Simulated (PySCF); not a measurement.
VF4 holds V(IV), d1, at total charge 0. The structure is a PBE0-D3(BJ)/def2-TZVP geometry optimised for multiplicity 2; coordination tetrahedral, point group D2d, metal–donor distances 1.71 Å.

```
5

V     0.000    0.000    0.000
F     0.911    1.027    1.027
F     0.911   -1.027   -1.027
F    -0.911   -1.027    1.027
F    -0.911    1.027   -1.027
```

Method (PySCF 2.14, density fitting): CASSCF(1,5) with orbitals averaged over all microstates of the shell, strongly contracted NEVPT2 on the averaged canonical orbitals; basis x2c-TZVPall on the metal, x2c-SVPall elsewhere; spin-free X2C; gas phase; spin-orbit coupling by state interaction with the mean-field operator over all roots.

(1) What is the ground state?

(2) List the excited states of the same spin.

(3) What ligand-field parameters describe the result?

(4) What magnetic behaviour follows?

No frequencies were computed for the optimised geometry. Charge-transfer states lie outside this active space and may come lower than some of these levels. NEVPT2 on the d shell alone tends to put d–d bands too high for such charged or covalently bound ions.

The job took 3.7 s on one thread of Arm Neoverse V2 (shared host), with 104 basis functions, launched as `OMP_NUM_THREADS=1 python lf_run.py task.json out`.

Answers

(1) 2A1 (from 2E) (S = 1/2, orbital degeneracy 1), with 1.0 electrons in the lower (e-type) set and 0.0 in the upper (t2-type) set, by NEVPT2.

(2) By NEVPT2: 2B1 (from 2E) at 1821 cm⁻¹; 2E (from 2T2) at 12160 cm⁻¹ (822 nm); 2B2 (from 2T2) at 16781 cm⁻¹ (596 nm). The strongest, at 16781 cm⁻¹, has f = 9.0e-04.

(3) At NEVPT2 level: orbital energies 0, 1821, 12160, 12160, 16781 cm⁻¹; 10Dq = 12790 cm⁻¹ (difference of the means of the two sets); ζ = 181 cm⁻¹ (free ion 245).

(4) The ground doublet has g = 1.922, 1.922, 2.001. μeff is 1.73 μB at 300 K and 1.69 μB at 10 K; the spin-only value is 1.73 μB.
